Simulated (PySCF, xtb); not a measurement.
InI, SMILES [In][I] (connectivity only; charge and spin as stated), neutral, multiplicity 1.

Harmonic wavenumbers (cm⁻¹) from GFN2-xTB (xtb) at its own minimum, in rising order: 201.

Task: What does PBE-D3(BJ)/def2-TZVP (PySCF) give at its own minimum? (An estimate is asked for; the answer gives what the named calculation found.)

Result: 169. Paired by order, the mean absolute difference is 33 cm⁻¹ and the zero-point energies are 0.3 and 0.2 kcal/mol.
